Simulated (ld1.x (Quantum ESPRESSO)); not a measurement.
**u(r) = r·R(r): atom against pseudo-atom (Pt)**

Columns: radius, all-electron u(r) and pseudo u(r) of the 6s shell (level -5.97 eV) of platinum in the configuration [Kr] 4d10 4f14 5s2 5p6 5d9 6s1 6p0; LDA (PZ), scalar-relativistic, TM scheme, ld1.x (Quantum ESPRESSO) 7.5.

```json
{"r (bohr)": "0.100", "all-electron": "0.0724", "pseudo": "-0.0144"}
{"r (bohr)": "0.200", "all-electron": "0.0249", "pseudo": "-0.0290"}
{"r (bohr)": "0.300", "all-electron": "-0.1849", "pseudo": "-0.0441"}
{"r (bohr)": "0.400", "all-electron": "-0.1335", "pseudo": "-0.0598"}
{"r (bohr)": "0.500", "all-electron": "0.0473", "pseudo": "-0.0765"}
{"r (bohr)": "0.600", "all-electron": "0.2090", "pseudo": "-0.0945"}
{"r (bohr)": "0.700", "all-electron": "0.2938", "pseudo": "-0.1142"}
{"r (bohr)": "0.800", "all-electron": "0.2997", "pseudo": "-0.1360"}
{"r (bohr)": "0.900", "all-electron": "0.2461", "pseudo": "-0.1606"}
{"r (bohr)": "1.000", "all-electron": "0.1554", "pseudo": "-0.1886"}
{"r (bohr)": "1.100", "all-electron": "0.0466", "pseudo": "-0.2208"}
{"r (bohr)": "1.200", "all-electron": "-0.0667", "pseudo": "-0.2579"}
{"r (bohr)": "1.300", "all-electron": "-0.1757", "pseudo": "-0.3003"}
{"r (bohr)": "1.400", "all-electron": "-0.2752", "pseudo": "-0.3477"}
{"r (bohr)": "1.500", "all-electron": "-0.3628", "pseudo": "-0.3991"}
{"r (bohr)": "1.600", "all-electron": "-0.4375", "pseudo": "-0.4522"}
{"r (bohr)": "1.700", "all-electron": "-0.4994", "pseudo": "-0.5037"}
{"r (bohr)": "1.800", "all-electron": "-0.5492", "pseudo": "-0.5499"}
{"r (bohr)": "1.900", "all-electron": "-0.5882", "pseudo": "-0.5883"}
{"r (bohr)": "2.000", "all-electron": "-0.6174", "pseudo": "-0.6174"}
{"r (bohr)": "2.100", "all-electron": "-0.6380", "pseudo": "-0.6380"}
{"r (bohr)": "2.200", "all-electron": "-0.6511", "pseudo": "-0.6511"}
{"r (bohr)": "2.300", "all-electron": "-0.6578", "pseudo": "-0.6578"}
{"r (bohr)": "2.400", "all-electron": "-0.6591", "pseudo": "-0.6591"}
{"r (bohr)": "2.500", "all-electron": "-0.6559", "pseudo": "-0.6559"}
{"r (bohr)": "2.600", "all-electron": "-0.6488", "pseudo": "-0.6488"}
```

(1) How many radial nodes do the two functions have?

(2) At about which radius was the pseudo-wave matched?

(3) Is the pseudo-wave norm-conserving?

Answers

(1) The all-electron 6s function has n − l − 1 = 5 (the table is too coarse to show those close to the nucleus); the pseudo-wave has 0, since the states of the same l below it are removed with the core.

(2) 2.00 bohr, where the columns begin to agree (steps of 0.10 bohr).

(3) Yes: the TM scheme keeps the norm inside the radius equal to the all-electron one, which fixes the energy derivative of the logarithmic derivative at the level.
